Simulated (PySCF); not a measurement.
Isomers of C5H6FN, mass 99.048 u with the commonest isotopes. The calculation used CAM-B3LYP/def2-SVPD in PySCF (dipole) on a GFN2-xTB geometry, gas phase. One conformer each, none proved a minimum here; rigid rotors.

**Question.** Order these by radius of gyration √(Σ m r²/M), largest first.
A. `Cn1ccc(F)c1`
B. `[H]/[N:4]=[C:3](\[CH:2]=[CH2:1])[C:5](=[CH2:6])[F:7]` with C1–C2–C3–N4 0°, C2–C3–C5–C6 180°
C. `[CH3:1][CH2:2]/[C:3]([C:4]#[N:5])=[CH:6]/[F:7]` with C1–C2–C3–C4 -67°

**Answer.** C (1.941 Å), B (1.885 Å), A (1.802 Å).

**Question.** Order these by rotational constant B, largest first.
A. `[CH3:1][CH2:2]/[C:3]([C:4]#[N:5])=[CH:6]/[F:7]` with C1–C2–C3–C4 -67°
B. `Cn1ccc(F)c1`
C. `C/N=C1/CC=C1F`

**Answer.** C (2517 MHz), A (2091 MHz), B (2005 MHz).

**Question.** Order these by dipole moment, largest first.
A. `C/N=C1/CC=C1F`
B. `Cn1ccc(F)c1`
C. `[CH3:1][CH2:2]/[C:3]([C:4]#[N:5])=[CH:6]/[F:7]` with C1–C2–C3–C4 -67°
D. `[H]/[N:4]=[C:3](\[CH:2]=[CH2:1])[C:5](=[CH2:6])[F:7]` with C1–C2–C3–N4 0°, C2–C3–C5–C6 180°

**Answer.** C (4.82 D), B (3.68 D), D (1.66 D), A (1.26 D).

```json
{"SMILES": "CC/C(C#N)=C/F", "point group": "C1", "Ia (u·Å²)": "147.55", "Ib (u·Å²)": "241.71", "Ic (u·Å²)": "357.26", "κ": "-0.33", "μa (D)": "1.84", "μb (D)": "4.42", "μc (D)": "0.62"}
{"SMILES": "Cn1ccc(F)c1", "point group": "–", "Ia (u·Å²)": "71.25", "Ib (u·Å²)": "252.01", "Ic (u·Å²)": "320.07", "κ": "-0.85", "μa (D)": "3.68", "μb (D)": "0.14", "μc (D)": "0.01"}
{"SMILES": "C/N=C1/CC=C1F", "point group": "Cs", "Ia (u·Å²)": "126.30", "Ib (u·Å²)": "200.78", "Ic (u·Å²)": "320.77", "κ": "-0.22", "μa (D)": "1.24", "μb (D)": "0.24", "μc (D)": "0.00"}
{"SMILES": "[H]/N=C(\\C=C)C(=C)F", "point group": "Cs", "Ia (u·Å²)": "102.78", "Ib (u·Å²)": "249.34", "Ic (u·Å²)": "352.12", "κ": "-0.66", "μa (D)": "1.64", "μb (D)": "0.27", "μc (D)": "0.00"}
```
